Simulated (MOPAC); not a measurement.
Input for MOPAC: PM3 on MgN-, 2S+1 = 3, a spin state set in the input, which need not be the lowest, a point of a bond scan (R = 2.130 Å). Charge -1.

```
PM3 1SCF PRECISE CHARGE=-1 UHF MS=1 THREADS=1
MgN

N      0.00000000 1     0.00000000 1     0.00000000 1
Mg     0.00000000 1     0.00000000 1     2.12983400 1
```

It printed:

```
*******************************************************************************
 **                                                                           **
 **                              MOPAC v23.2.5                                **
 **                                                                           **
 *******************************************************************************
 ** MOPAC's Digital Object Identifier: https://doi.org/10.5281/zenodo.6511958 **
 **                                                                           **
 ** Please cite the open-source release paper for use of this MOPAC version:  **
 ** J. E. Moussa and J. J. P. Stewart (2026)                                  **
 ** MOPAC: An open-source semiempirical molecular orbital program             **
 ** J. Open Source Softw., 11(119), 8025, https://doi.org/10.21105/joss.08025 **
 *******************************************************************************

                              PM3 CALCULATION RESULTS

 *******************************************************************************
 *  PM3        - The PM3 Hamiltonian to be used
 *  UHF        - UNRESTRICTED HARTREE-FOCK CALCULATION
 *
 *
 *
 *                 CHARGE ON SYSTEM = -1
 *
 *
 *
 *  MS=        - IN MECI, MAGNETIC COMPONENT OF SPIN =  1.0
 *  PRECISE    - TIGHTER CRITERIA TO BE USED
 *  1SCF       - DO 1 SCF AND THEN STOP
 *  THREADS=1  - MULTI-THREADING NOT USED
 *  T=         - A TIME OF 172800.0 SECONDS REQUESTED
 *  DUMP=N     - RESTART FILE WRITTEN EVERY 7200.0 SECONDS REQUESTED
 *******************************************************************************
PM3 1SCF PRECISE CHARGE=-1 UHF MS=1 THREADS=1
 MgN

   ATOM   CHEMICAL          X               Y               Z
  NUMBER   SYMBOL      (ANGSTROMS)     (ANGSTROMS)     (ANGSTROMS)

     1       N          0.00000000  *   0.00000000  *   0.00000000  *
     2      Mg          0.00000000  *   0.00000000  *   2.12983400  *



          CARTESIAN COORDINATES

    NO.       ATOM           X           Y           Z

     1         N          0.0000      0.0000      0.0000
     2        Mg          0.0000      0.0000      2.1298

  N: (PM3): J. J. P. STEWART, J. COMP. CHEM. 10, 209 (1989).
 Mg: (PM3): J. J. P. STEWART, J. COMP. CHEM. 12, 320-341 (1991).

           Empirical Formula: N Mg  =     2 atoms



      MOLECULAR POINT GROUP   :   C*v


          UHF CALCULATION, NO. OF ALPHA ELECTRONS =    5
                           NO. OF BETA  ELECTRONS =    3

 -------------------------------------------------------------------------------
 PM3 1SCF PRECISE CHARGE=-1 UHF MS=1 THREADS=1
 MgN



     1SCF WAS SPECIFIED, SO BFGS WAS NOT USED
     SCF FIELD WAS ACHIEVED


                              PM3 CALCULATION
                                                       MOPAC v23.2.5 Linux




          FINAL HEAT OF FORMATION =         61.44702 KCAL/MOL =     257.09432 KJ/MOL


          COSMO AREA              =         71.87 SQUARE ANGSTROMS
          COSMO VOLUME            =         53.26 CUBIC ANGSTROMS

          IONIZATION POTENTIAL    =          1.995296 EV
          ALPHA SOMO LUMO (EV)    =         -2.008  5.010
          BETA  SOMO LUMO (EV)    =         -1.995  4.717
          NO. OF ALPHA ELECTRONS  =          5
          NO. OF BETA  ELECTRONS  =          3
          MOLECULAR WEIGHT        =         38.3117         POINT GROUP:  C*v

          MOLECULAR DIMENSIONS (Angstroms)

            Atom       Atom       Distance
           Mg     2    N     1     2.12983
           Mg     2    N     1     0.00000
            N     1   Mg     2     0.00000


          SCF CALCULATIONS        =          1





   ATOM   CHEMICAL          X               Y               Z
  NUMBER   SYMBOL      (ANGSTROMS)     (ANGSTROMS)     (ANGSTROMS)

     1       N          0.00000000  *   0.00000000  *   0.00000000  *
     2      Mg          0.00000000  *   0.00000000  *   2.12983400  *

                             CARTESIAN COORDINATES

   1    N        0.000000000     0.000000000     0.000000000
   2   Mg        0.000000000     0.000000000     2.129834000


           Empirical Formula: N Mg  =     2 atoms



      MOLECULAR POINT GROUP   :   C*v


          ALPHA EIGENVALUES
 -14.25267  -5.87318  -5.87318  -5.30669  -2.00781   5.01039   5.01039   6.10075


           BETA EIGENVALUES
 -12.03803  -4.11741  -1.99530   4.71667   4.71667   6.44487   6.64111   6.64111


              NET ATOMIC CHARGES AND DIPOLE CONTRIBUTIONS

  ATOM NO.   TYPE          CHARGE      No. of ELECS.   s-Pop       p-Pop
    1          N          -0.484129        5.4841     1.91646     3.56767
    2         Mg          -0.515871        2.5159     1.73859     0.77728
 DIPOLE           X         Y         Z       TOTAL
 POINT-CHG.     0.000     0.000     1.213     1.213
 HYBRID         0.000     0.000    -2.693     2.693
 SUM            0.000     0.000    -1.480     1.480


          ATOMIC ORBITAL ELECTRON POPULATIONS

     Atom    s        px        py        pz
    1  N   1.91646   0.98792   0.98792   1.59182
    2 Mg   1.73859   0.01208   0.01208   0.75313


                    (SZ)    =    1.000000
                    (S**2)  =    2.015138


          ATOMIC ORBITAL SPIN POPULATIONS

    Atom   Total    s     px     py     pz
         Atomic
    1  N  2.0795  0.010  0.988  0.988  0.094
    2 Mg -0.0795 -0.012  0.012  0.012 -0.092

 **********************
 *                    *
 * JOB ENDED NORMALLY *
 *                    *
 **********************




 == MOPAC DONE ==
```

The run finished.

Cost: very roughly 0.020 core-seconds.
